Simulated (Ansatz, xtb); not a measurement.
## C5H8OSi: which of two isomers lies lower

We compare I, `Cc1ccc([SiH3])o1`, a singlet, with II, `Cc1cc([SiH3])co1`, a singlet. Both are isolated molecules in the gas phase, relaxed with r2SCAN-D4/def2-SVP.

Question: Which of the two would you expect CCSD(T)/def2-SVP + ΔMP2/def2-TZVPP electronic energies to favour?

Answer: Too close to call at this level: CCSD(T)/def2-SVP + ΔMP2/def2-TZVPP gives E(II) − E(I) = −0.035 eV.

The same difference at several levels:

```tsv
level	geometry	E(II) − E(I) (eV)	departure from the last row (eV)	job, with rough time for the two
GFN2-xTB	GFN2-xTB	+0.063	+0.098	optimisation, 0.13 s
HF/STO-3G	GFN2-xTB	+0.036	+0.071	single point, 0.44 s
r2SCAN-D4/def2-SVP//GFN2-xTB	GFN2-xTB	+0.014	+0.049	single point, 3.4 s
r2SCAN-D4/def2-SVP	r2SCAN-D4/def2-SVP	−0.024	+0.011	optimisation, 64 s
HF/def2-SVP	r2SCAN-D4/def2-SVP	−0.046	−0.011	part of the CCSD(T) run
MP2/def2-SVP	r2SCAN-D4/def2-SVP	−0.046	−0.012	part of the CCSD(T) run
CCSD(T)/def2-SVP	r2SCAN-D4/def2-SVP	−0.045	−0.010	single point
CCSD(T)/def2-SVP + ΔMP2/def2-TZVPP	r2SCAN-D4/def2-SVP	−0.035		single point, 52 s
```

As drawn, both hold the same kinds of bond in the same numbers.

The largest departure from CCSD(T)/def2-SVP + ΔMP2/def2-TZVPP is that of GFN2-xTB, 0.098 eV. The last row adds to CCSD(T) the change of the MP2 difference between the two basis sets, here +0.010 eV.

With thermal terms from frequencies at re-optimised GFN2-xTB minima (ideal gas, soft modes damped towards free rotors, one conformer each, 298.15 K, 1 atm): the zero-point term adds +0.001 eV; ΔH is −0.035 and ΔG −0.031 eV.

The correlated steps freeze 11 core orbitals. Codes used: Ansatz 0.2.0, xtb 6.7.1; the last row on 2 threads of Intel(R) Xeon(R) 6975P-C (Granite Rapids) on a shared host.
